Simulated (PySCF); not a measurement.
**Calculated NMR data**

One conformer, one averaged value for each set of equivalent atoms, in vacuum, relativity neglected. PBE0/pcSseg-1 with gauge-including orbitals; GFN2-xTB structure; PySCF.

References, each an isolated molecule treated in the same way: ¹H and ¹³C against TMS. Splittings of carbon signals by F and P are missing where no couplings were computed. Where no couplings were computed, multiplicities follow the n + 1 count of equivalent neighbours, and m marks all less simple cases (inequivalent or close neighbours, rings, F or P nearby). Shifts are as computed. Against solution values, carbons near 30 ppm lie about +3 ppm off and those near 130 ppm about +5 ppm. Of 1211 compounds with measured shifts, 218 miss one by over three times the rms of a fit or turn the order of signals round; such compounds aren't used in these exercises.

**1.** `[SiH3]C([SiH3])([SiH3])C1=CC1`, C4H12Si3. ¹H NMR (600 MHz, computed): δ 6.49 (t, 1H), 4.11 (s, 9H), 1.09 (m, 2H). ¹³C{¹H} NMR (computed): δ 128.0 (C), 102.6 (CH), 8.1 (CH2), -1.7 (C).

**2.** SMILES COC(=O)CCC(F)(F)F, C5H7F3O2. ¹H NMR (600 MHz, computed): δ 3.95 (s, 3H), 2.68 (t, 2H), 2.36 (m, 2H). ¹³C{¹H} NMR (computed): δ 178.7, 135.9, 53.8, 34.1, 31.3.
